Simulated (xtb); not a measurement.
C₂H₆Cl₂Sn, charge -1, doublet, geometry from GFN2-xTB (such geometries of metal compounds can be far from the true shape) (a state made from the parent by changing its charge; the spin is typed, not shown lowest); GFN2-xTB (xtb 6.7.1).

Here is a job for xtb.
```
$ xtb mol.xyz --gfn 2 --chrg -1 --uhf 1 --etemp 10000 --json

# file mol.xyz
11

C      1.76372903    -1.73662568     0.07130148
Sn    -0.01628524    -0.13562850    -0.03006054
C     -1.93690710    -1.43671469    -0.67180903
Cl     0.54789437     1.48232711    -1.99334049
Cl    -0.40507770     0.67347787     2.41398282
H      1.46816842    -2.53232204     0.74641837
H      2.67201876    -1.26524498     0.43134678
H      1.92379636    -2.13256648    -0.92556909
H     -2.68511086    -0.79754733    -1.12797528
H     -2.34499204    -1.91167356     0.21305304
H     -1.60843387    -2.18786323    -1.38212146
```

### Question
Predict the main parts of the log of this xtb run.

### Answer

```
   ID    Z sym.   atoms
    1    6 C      1, 3
    2   50 Sn     2
    3   17 Cl     4, 5
    4    1 H      6-11

           -------------------------------------------------
          |                Calculation Setup                |
           -------------------------------------------------

           -------------------------------------------------
          |                 G F N 2 - x T B                 |
           -------------------------------------------------

          ...................................................
          :                      SETUP                      :
          :.................................................:
          :  # basis functions                  44          :
          :  # atomic orbitals                  41          :
          :  # shells                           19          :
          :  # electrons                        33          :
          :  max. iterations                   250          :
          :  Hamiltonian                  GFN2-xTB          :
          :  restarted?                      false          :
          :  GBSA solvation                  false          :
          :  PC potential                    false          :
          :  electronic temp.        10000.0000000     K    :
          :  accuracy                    1.0000000          :
          :  -> integral cutoff          0.2500000E+02      :
          :  -> integral neglect         0.1000000E-07      :
          :  -> SCF convergence          0.1000000E-05 Eh   :
          :  -> wf. convergence          0.1000000E-03 e    :
          :  Broyden damping             0.4000000          :
          :  net charge                         -1          :
          :  unpaired electrons                  1          :
          ...................................................

 iter      E             dE          RMSdq      gap      omega  full diag
   1    -18.7064176 -0.187064E+02  0.744E+00    3.81       0.0  T
   2    -18.6772449  0.291727E-01  0.806E+00    6.86       1.0  T
   3    -18.9821704 -0.304926E+00  0.242E+00    5.17       1.0  T
   4    -18.9541022  0.280682E-01  0.285E+00    5.66       1.0  T
   5    -18.9801781 -0.260759E-01  0.463E-01    5.02       1.0  T
   6    -18.9844631 -0.428504E-02  0.317E-01    5.25       1.0  T
   7    -18.9849502 -0.487056E-03  0.124E-01    5.20       1.0  T
   8    -18.9849639 -0.137720E-04  0.906E-02    5.20       1.0  T
   9    -18.9849705 -0.651822E-05  0.493E-02    5.20       1.0  T
  10    -18.9849803 -0.979375E-05  0.272E-02    5.19       1.1  T
  11    -18.9849815 -0.127901E-05  0.661E-03    5.19       4.6  T
  12    -18.9849816 -0.689922E-07  0.160E-03    5.19      18.9  T
  13    -18.9849816 -0.121033E-07  0.118E-03    5.19      25.5  T
  14    -18.9849816 -0.543819E-08  0.127E-04    5.19     237.2  T
  15    -18.9849816  0.195538E-09  0.172E-04    5.19     175.8  T

   *** convergence criteria satisfied after 15 iterations ***

         :::::::::::::::::::::::::::::::::::::::::::::::::::::
         ::                     SUMMARY                     ::
         :::::::::::::::::::::::::::::::::::::::::::::::::::::
         :: total energy             -18.877510646616 Eh    ::
         :: gradient norm              0.027230560301 Eh/a0 ::
         :: HOMO-LUMO gap              5.189078314711 eV    ::
         ::.................................................::
         :: SCC energy               -18.984935565108 Eh    ::
         :: -> isotropic ES            0.099981124929 Eh    ::
         :: -> anisotropic ES          0.007036922974 Eh    ::
         :: -> anisotropic XC          0.002199446962 Eh    ::
         :: -> dispersion             -0.008395638125 Eh    ::
         :: repulsion energy           0.107424918492 Eh    ::
         :: add. restraining           0.000000000000 Eh    ::
         :: total charge              -0.999999999899 e     ::
         :::::::::::::::::::::::::::::::::::::::::::::::::::::

           -------------------------------------------------
          |                Property Printout                |
           -------------------------------------------------

    * Orbital Energies and Occupations

         #    Occupation            Energy/Eh            Energy/eV
      -------------------------------------------------------------
         1        2.0000           -0.8836947             -24.0466
       ...           ...                  ...                  ...
         5        1.9996           -0.4287673             -11.6674
         6        1.9913           -0.3294480              -8.9647
         7        1.9912           -0.3288831              -8.9494
         8        1.9906           -0.3270367              -8.8991
         9        1.9906           -0.3268573              -8.8942
        10        1.9625           -0.2822499              -7.6804
        11        1.9472           -0.2709740              -7.3736
        12        1.9385           -0.2658960              -7.2354
        13        1.9329           -0.2630017              -7.1566
        14        1.9282           -0.2607224              -7.0946
        15        1.9256           -0.2595262              -7.0621
        16        1.8490           -0.2347420              -6.3877
        17        1.4488           -0.1784844              -4.8568 (HOMO)
        18        0.0389            0.0122107               0.3323 (LUMO)
        19        0.0333            0.0172393               0.4691
        20        0.0300            0.0206452               0.5618
        21        0.0009            0.1336720               3.6374
        22        0.0005            0.1495707               4.0700
        23        0.0001            0.2068912               5.6298
        24        0.0001            0.2076850               5.6514
        25        0.0001            0.2082724               5.6674
        26        0.0001            0.2082776               5.6675
        27        0.0001            0.2086280               5.6771
        28        0.0001            0.2128353               5.7915
       ...           ...                  ...                  ...
        41                          0.6623915              18.0246
      -------------------------------------------------------------
                  HL-Gap            0.1906951 Eh            5.1891 eV
             Fermi-level           -0.1344528 Eh           -3.6586 eV

     #   Z          covCN         q      C6AA      α(0)
     1   6 C        3.555    -0.189    25.321     7.348
     2  50 Sn       3.048     0.334   373.306    37.909
     3   6 C        3.547    -0.191    25.456     7.382
     4  17 Cl       0.748    -0.462   114.142    16.342
     5  17 Cl       0.749    -0.461   114.121    16.341
     6   1 H        0.925    -0.005     3.154     2.777
     7   1 H        0.925    -0.003     3.107     2.756
     8   1 H        0.925    -0.006     3.156     2.778
     9   1 H        0.925    -0.004     3.129     2.766
    10   1 H        0.925    -0.005     3.142     2.772
    11   1 H        0.925    -0.008     3.197     2.796

 Mol. C6AA /au·bohr⁶  :       3730.156811
 Mol. C8AA /au·bohr⁸  :     196165.224872
 Mol. α(0) /au        :        101.967930

Wiberg/Mayer (AO) data.
largest (>0.10) Wiberg bond orders for each atom

 ---------------------------------------------------------------------------
     #   Z sym  total        # sym  WBO       # sym  WBO       # sym  WBO
 ---------------------------------------------------------------------------
     1   6 C    3.572 --     8 H    0.976     6 H    0.976     7 H    0.973
                             2 Sn   0.611
     2  50 Sn   2.349 --     1 C    0.611     3 C    0.598     5 Cl   0.530
                             4 Cl   0.528
     3   6 C    3.560 --    10 H    0.976    11 H    0.976     9 H    0.974
                             2 Sn   0.598
     4  17 Cl   0.559 --     2 Sn   0.528
     5  17 Cl   0.561 --     2 Sn   0.530
     6   1 H    0.990 --     1 C    0.976
     7   1 H    0.990 --     1 C    0.973
     8   1 H    0.990 --     1 C    0.976
     9   1 H    0.990 --     3 C    0.974
    10   1 H    0.990 --     3 C    0.976
    11   1 H    0.990 --     3 C    0.976
 ---------------------------------------------------------------------------

Topologies differ in total number of bonds
Writing topology from bond orders to xtbtopo.mol

molecular dipole:
                 x           y           z       tot (Debye)
 q only:       -0.052      -0.718      -0.140
   full:       -0.084      -1.323      -0.258       3.434
molecular quadrupole (traceless):
                xx          xy          yy          xz          yz          zz
 q only:        6.523      -1.100       2.994       3.523       2.311      -9.517
  q+dip:       10.009      -1.530       4.409       5.387       3.481     -14.419
   full:       10.051      -1.528       4.575       5.431       3.563     -14.626

           -------------------------------------------------
          | TOTAL ENERGY              -18.877510646616 Eh   |
          | GRADIENT NORM               0.027230560301 Eh/α |
          | HOMO-LUMO GAP               5.189078314711 eV   |
           -------------------------------------------------

normal termination of xtb
```
